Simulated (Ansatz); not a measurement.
Cost and result for the atomization energy of C₂H₅BSe, SMILES `CBC=[Se]` (9 atoms, 8 bonds).

Cartesian coordinates in Å:
```
C 0.007 0.706 1.007
B 0.484 -0.305 -0.089
C -0.241 -0.506 -1.419
Se -1.330 -1.835 -1.019
H 0.709 1.551 0.994
H 0.074 0.277 2.010
H -0.997 1.102 0.850
H 1.494 -0.937 0.073
H -0.199 -0.052 -2.406
```

Total charge 0; spin multiplicity 1. Correlated methods include outer-core shells of Se, which these sets cover unevenly. Scalar relativity is left out up to krypton. The structure was optimised at the PBE0-D4/def2-TZVP level. It is one conformer, not always the lowest. Program: Ansatz. All runs use 2 threads of an Arm Neoverse V1 on a shared host. Times are those of one run each, without the atoms' runs, and a repeat can differ threefold. Electronic energies, without spin–orbit coupling; frozen cores. CCSD(T)/CBS adds CCSD(T) − MP2 in def2-TZVPP to the MP2 limit, and its time is that of the two runs behind it. T1 = 0.018; the RHF reference is unstable towards UHF. With those shells the extrapolation isn't a true limit.

CCSD(T)/CBS is a level of theory with its own doubt, some kJ/mol a heavy atom from the limit and from the frozen cores, so smaller differences don't rank the functionals.

| level | functions | wall time | atomization (kJ/mol) | difference from CCSD(T)/CBS | per bond |
| --- | --- | --- | --- | --- | --- |
| LDA (SPW92)/def2-TZVPP | 211 | 1.6 s | 3788.6 | 487.0 | 60.9 |
| revPBE-D4/def2-TZVPP | 211 | 3 s | 3316.9 | 15.3 | 1.9 |
| PBE-D4/def2-TZVPP (with forces) | 211 | 3.7 s | 3396.1 | 94.5 | 11.8 |
| BHLYP-D4/def2-TZVPP | 211 | 4.4 s | 3219.9 | -81.7 | -10.2 |
| r2SCAN-D4/def2-TZVPP (with forces) | 211 | 7 s | 3335.8 | 34.2 | 4.3 |
| r2SCANh-D4/def2-TZVPP | 211 | 7.5 s | 3314.0 | 12.4 | 1.6 |
| CCSD(T)/def2-SVP | 99 | 8 s | 3150.1 | -151.5 | -18.9 |
| B2PLYP/def2-TZVPP | 211 | 9.5 s | 3281.4 | -20.2 | -2.5 |
| ωB97X-V/def2-TZVPP | 211 | 12 s | 3296.9 | -4.7 | -0.6 |
| B97M-V/def2-TZVPP | 211 | 15 s | 3322.7 | 21.1 | 2.6 |
| MP2/def2-QZVPP | 410 | 36 s | 3318.7 | 17.1 | 2.1 |
| CCSD(T)/def2-TZVPP | 211 | 2.7 min | 3223.3 | -78.3 | -9.8 |
| CCSD(T)/CBS(def2) | – | 3.3 min | 3301.6 | 0.0 | 0.0 |

In def2-TZVPP, CCSD(T) changes the Hartree–Fock value by +786.8 kJ/mol (the triples alone add +58.3 kJ/mol) and MP2 by +836.7 kJ/mol; breaking electron pairs costs correlation energy, which Hartree–Fock lacks. From r2SCAN to r2SCAN0 (25 % exact exchange), in def2-TZVPP and without D4, the atomization energy moves by −53.3 kJ/mol: exact exchange takes away binding that semilocal exchange gives to molecules. The D4 term adds +28.2 kJ/mol with B3LYP and +14.7 kJ/mol with PBE0; it sums over pairs of atoms, weighted by their polarisabilities, and B3LYP, whose exchange is more repulsive, gets the larger term.

B3LYP here is the variant with VWN-RPA as its local correlation; programs differ in this.
